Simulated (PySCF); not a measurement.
# Computed records: BClH$_{3}$OSi

Computed with PySCF 2.14.0. Calculation on a computer-drawn molecule: the log of a Hartree-Fock and frozen-core CCSD(T) single point meant for a local Hartree-Fock minimum, with one planted fault or none, to be diagnosed. Offsets are logged minus clean, where the clean run is the same molecule without the fault. The reference is restricted for singlets and unrestricted otherwise, and also for a bond in bohr or an excited solution. Adding or removing an electron swaps singlet and doublet. The excited solution moves the top pair (singlet) or top alpha electron (doublet) to the lowest empty orbital. Highest occupied and lowest empty are orbital energies over both spins, largest force is the largest gradient component, triples share is (T) over the correlation energy, the T1 limit is 0.02 restricted and 0.045 unrestricted, electrons count all cores, a negative frequency is imaginary (commonest isotopes), and the dipole is about the centre of nuclear charge.

Entry: BClH$_{3}$OSi

Logged structure:
```xyz
7
BClH3OSi
O     -1.8578    -0.1413    -1.7627
Si    -1.2397    -0.4967    -0.3592
B      0.6405    -1.3406    -0.1901
Cl     1.4615    -1.6270    -1.6683
H     -1.4911    -0.2536    -2.6344
H     -2.1585    -0.1518     0.7214
H      1.0911    -1.5970     0.8749
```

* meant charge: 1
* meant multiplicity: 1
* meant basis: cc-pV(D+d)Z
* logged electrons: 47
* logged basis functions: 89
* logged SCF converged: yes
* logged spin squared: 0.7633
* logged highest occupied: -7.0937 eV
* logged lowest empty: 1.2854 eV
* logged largest force: 0.061011 hartree/bohr
* logged T1 diagnostic: 0.017348
* logged D1 diagnostic: 0.071168
* logged triples share: 0.026314
* logged CC converged: yes
* logged dipole magnitude: 1.0719 debye
* logged SCF stable within its kind: yes
* logged energy HF: -849.75758 hartree
* logged energy CCSD(T): -850.30426 hartree
* possible faults: no fault, one electron removed, one electron added, multiplicity raised by two, geometry at a saddle point, SCF held on an excited solution, minimal basis STO-3G, one bond length entered in bohr, all coordinates scaled
* planted fault: one electron added
* HF energy offset from clean run: -148.2 kcal/mol
* CCSD(T) energy offset from clean run: -154.8 kcal/mol

Drawn bonds:
```tsv
atom	other atom	order
1	2	1
2	3	1
3	4	1
1	5	1
2	6	1
3	7	1
```
